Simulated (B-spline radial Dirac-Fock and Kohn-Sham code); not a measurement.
Dipole and non-dipole photoemission parameters of Pt²⁺ 3d3/2

System: Pt²⁺ in the configuration [Xe] 4f14 5d8; threshold 2234.7 eV (orbital energy of the model). Method: Dirac-Hartree-Slater photoionisation with a Latter tail; cross sections with all multipoles, angular parameters from the dipole term and its interference with E2. Computed with a B-spline atomic structure program.

For linearly polarised light dσ/dΩ = σ/(4π) [1 + β P₂(cos θ) + (δ + γ cos²θ) sin θ cos φ], with θ from the polarisation vector and φ the angle between the beam and the projection of the electron momentum on the plane normal to the polarisation.

```csv
hν (eV),σ (kb),β,γ,δ
2560,252,0.548,-0.177,-0.021
2620,237,0.606,-0.197,-0.019
3690,94.5,1.111,-0.084,0.047
5730,?,?,?,?
6000,22.4,1.286,0.575,0.105
6930,14.3,1.287,0.802,0.121
8047.8,8.84,1.272,1.041,0.139
8740,6.75,1.258,1.172,0.150
13600,1.52,1.135,1.855,0.227
```

Task: Give the values at 5730 eV.

Result: σ = 25.8 kb, β = 1.282, γ = 0.505, δ = 0.101.
